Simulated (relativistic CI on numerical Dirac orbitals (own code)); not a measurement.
Input to a radial Dirac CI calculation:

```
atom Nb  Z=41  charge=39  electrons=2
nucleus A=93  rms_radius_fm=4.3240
hamiltonian dirac-coulomb  breit=on  qed=on  c_scale=1
orbitals kli  potential=per-configuration
slater_scale 1
correlation none
mixing on
configurations
  1s2
  1s 2p
  1p 2p
  1s 1p
end
```

(1) How did the run end?

Results:

(1) The self-consistent field of one configuration failed: SCF of 1p 2p ended with code -1.
